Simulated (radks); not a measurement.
Results of a calculation; reference values are marked as such.
Dy37+, configuration [Ar] 3d10 4s1.

Level of theory: scalar-relativistic Kohn-Sham, r2SCAN, spin-polarised, spherical densities, finite nucleus; open shells are filled with parallel spins first (spin-orbit coupling, left out, can overturn this in heavy ions); meta-GGA in the generalised Kohn-Sham scheme; Fermi nuclear charge, rms radius 5.2218 fm (a radial shooting solver on a logarithmic mesh with Libxc functionals).

Energy parts (hartree):
part                       energy
total                 -11335.2446
kinetic                12284.3719
electron-nucleus      -25843.0370
Hartree                 2429.8029
exchange-correlation    -206.3823

Orbitals (lengths in bohr, moments of r in powers of bohr):
orbital  occ.  eigenvalue (hartree)      <r>
1s up       1             -2033.503  0.02112
1s down     1             -2033.469  0.02112
2s up       1             -387.3066  0.08956
2s down     1             -387.2875  0.08957
2p up       3             -350.2294  0.07926
2p down     3             -350.2077  0.07926
3s up       1             -128.3332   0.2302
3s down     1             -128.2938   0.2301
3p up       3             -116.8354   0.2281
3p down     3             -116.7894   0.2280
3d up       5             -102.4792   0.2059
3d down     5             -102.4306   0.2058
4s up       1             -61.59846   0.4622
4s down     0             -60.97300   0.4615

The highest occupied level is 4s up at -1676.2 eV. The spin density at the nucleus is 3107 e/bohr^3 (1s 17, 2s 7, 3s 4, 4s 3079). Spin moment in Bohr magnetons: 1. The electron density at the nucleus is 7.765e+05 e/bohr^3 (large components only).
